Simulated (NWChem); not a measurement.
# C2H4F2Si; SMILES F/C=C(/F)[SiH3]

All runs: NWChem. Medium grid unless said otherwise, to which SCAN and Minnesota functionals are sensitive. Structure relaxed at the PBE0/def2-SVP level.

For level B3LYP/def2-SVP:

| Item | Result |
|---|---|
| highest occupied level (eV) | -7.12 |
| orbital gap (eV) | 6.69 |

Task: Estimate the same quantities for level M06-L/def2-SVP.

Result: 
| Property | Result |
|---|---|
| highest occupied level (eV) | -6.36 |
| orbital gap (eV) | 5.35 |
